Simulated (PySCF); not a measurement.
Simulated C 1s region for `CCCC1=C[SiH2]C=C[SiH2]1`, binding energy against the vacuum level.

Every computed line was given a Gaussian of 0.5 eV full width at half maximum and an area set by the number of equivalent atoms; the highest printed point is 100. Method: delta-SCF UKS SCAN, pcX-2 on the ionised atom, pcseg-1 elsewhere, spin-free X2C in PySCF.

binding energy (eV), intensity and a bar:
```
    288.9          0 
    289.0          1 
    289.1          3 #
    289.2          7 ##
    289.3         14 ####
    289.4         26 ########
    289.5         40 ############
    289.6         57 #################
    289.7         75 ######################
    289.8         91 ###########################
    289.9        100 ##############################
    290.0         97 #############################
    290.1         89 ###########################
    290.2         85 #########################
    290.3         89 ###########################
    290.4         94 ############################
    290.5         88 ##########################
    290.6         69 #####################
    290.7         44 #############
    290.8         22 #######
    290.9          9 ###
    291.0          3 #
    291.1          1 
    291.2          0
```

Problem. How many maxima does the curve show, and how many computed lines lie under it?

Solution. The curve has 2 maxima (at 289.9 and 290.4 eV). Under it lie 7 lines from 7 inequivalent carbon sites. At this width some lines have no maximum of their own.

Problem. Decompose the envelope and assign each component. Numbering: `[CH3:1][CH2:2][CH2:3][C:4]1=[CH:5][SiH2:6][CH:7]=[CH:8][SiH2:9]1`.

Solution. 
```json
{"position (eV)": "289.57", "relative area": "1", "line": "C 1s", "atoms": "C5", "environment": "alkene CH carbon"}
{"position (eV)": "289.91", "relative area": "1", "line": "C 1s", "atoms": "C4", "environment": "fully substituted alkene carbon"}
{"position (eV)": "289.92", "relative area": "1", "line": "C 1s", "atoms": "C7", "environment": "alkene CH carbon"}
{"position (eV)": "289.95", "relative area": "1", "line": "C 1s", "atoms": "C8", "environment": "alkene CH carbon"}
{"position (eV)": "290.42", "relative area": "1", "line": "C 1s", "atoms": "C1", "environment": "methyl carbon"}
{"position (eV)": "290.45", "relative area": "1", "line": "C 1s", "atoms": "C3", "environment": "allylic carbon"}
{"position (eV)": "290.47", "relative area": "1", "line": "C 1s", "atoms": "C2", "environment": "chain CH2 carbon"}
```

Problem. What are the centre and the root-mean-square width of the whole band?

Solution. The area-weighted mean of the lines is 290.10 eV. Their own spread about it is 0.32 eV (rms) and each Gaussian has σ = 0.5/2.355 = 0.21 eV; the variances add, which gives 0.39 eV.

The listed C 1s values span 0.90 eV, from C5 (bonded to C (double bond), H and Si) to C2 (bonded to 2 C and 2 H). The values 289.91, 289.92 and 289.95 eV; the values 290.42, 290.45 and 290.47 eV lie too close for their order to be trusted.

The curve has no shake-up lines and no vibrational structure. Isolated species at its PBE0-D3(BJ)/def2-SVP geometry (one conformer only).

Time: 7.0 min wall; peak memory 0.98 GiB. Hardware: Arm Neoverse N1, one thread, no GPU, shared host.

Conformer computed: `[CH3:1][CH2:2][CH2:3][C:4]1=[CH:5][SiH2:6][CH:7]=[CH:8][SiH2:9]1`: C1–C2–C3–C4 61°, C2–C3–C4–C5 -122°.
